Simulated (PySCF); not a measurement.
H3Si2, SMILES [Si][SiH3] (connectivity only; charge and spin as stated), charge +1, multiplicity 1. Geometry: PBE0-D3(BJ)/def2-TZVP. The multiplicity is an assumed one; other spin states were not compared. The isomer is the one that the SMILES or the coordinates give; other isomers of the formula were not compared.

PySCF with TDA-B3LYP/def2-TZVPD puts the lowest singlet excitations at 1.81, 1.81, 4.26, 4.42, 4.42, 4.94 eV.

What are the lowest excitation roots from ADC(2)/aug-cc-pVDZ (PySCF)? (Estimate from the structure and the level; the computed values follow.)

1.82, 1.82, 5.86, 5.86, 5.88, 5.94 eV. S1 differs by 0.02 eV (second minus first; roots are paired by order, and the bases may differ).
